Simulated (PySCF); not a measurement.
B(Cl)(I)(Me) (CH3BClI), SMILES IB(C)Cl.

Coordinates come from a PBE-D3(BJ)/def2-SVP optimisation. The def2 effective core potentials stand for the cores of I; spin–orbit coupling is left out.

Level of theory: PBE-D3(BJ)/def2-SVP (PySCF).

Frequencies are harmonic and unscaled.

```json
[
 {"mode": "1", "ν (cm⁻¹)": "49", "IR (km/mol)": "0.3", "moving atoms (share of kinetic energy)": "H 98 %"},
 {"mode": "2", "ν (cm⁻¹)": "192", "IR (km/mol)": "0.2", "moving atoms (share of kinetic energy)": "Cl 63 %, I 19 %, B 8 %"},
 {"mode": "3", "ν (cm⁻¹)": "242", "IR (km/mol)": "0.1", "moving atoms (share of kinetic energy)": "C 46 %, H 29 %, I 13 %, Cl 10 %"},
 {"mode": "4", "ν (cm⁻¹)": "353", "IR (km/mol)": "0.2", "moving atoms (share of kinetic energy)": "B 65 %, H 29 %"},
 {"mode": "5", "ν (cm⁻¹)": "431", "IR (km/mol)": "15.6", "moving atoms (share of kinetic energy)": "C 33 %, B 25 %, Cl 21 %, H 13 %"},
 {"mode": "6", "ν (cm⁻¹)": "722", "IR (km/mol)": "98.5", "moving atoms (share of kinetic energy)": "H 39 %, B 34 %, Cl 14 %, C 12 %"},
 {"mode": "7", "ν (cm⁻¹)": "778", "IR (km/mol)": "13.3", "moving atoms (share of kinetic energy)": "H 59 %, B 21 %, C 19 %"},
 {"mode": "8", "ν (cm⁻¹)": "952", "IR (km/mol)": "255.1", "moving atoms (share of kinetic energy)": "B 45 %, H 37 %, C 16 %"},
 {"mode": "9", "ν (cm⁻¹)": "1072", "IR (km/mol)": "94.1", "moving atoms (share of kinetic energy)": "B 63 %, H 26 %, C 9 %"},
 {"mode": "10", "ν (cm⁻¹)": "1270", "IR (km/mol)": "86.4", "moving atoms (share of kinetic energy)": "H 64 %, C 29 %"},
 {"mode": "11", "ν (cm⁻¹)": "1360", "IR (km/mol)": "1.1", "moving atoms (share of kinetic energy)": "H 97 %"},
 {"mode": "12", "ν (cm⁻¹)": "1381", "IR (km/mol)": "8.3", "moving atoms (share of kinetic energy)": "H 93 %"},
 {"mode": "13", "ν (cm⁻¹)": "2962", "IR (km/mol)": "1.5", "moving atoms (share of kinetic energy)": "H 96 %"},
 {"mode": "14", "ν (cm⁻¹)": "3047", "IR (km/mol)": "3.4", "moving atoms (share of kinetic energy)": "H 92 %, C 8 %"},
 {"mode": "15", "ν (cm⁻¹)": "3094", "IR (km/mol)": "2.4", "moving atoms (share of kinetic energy)": "H 90 %, C 10 %"}
]
```
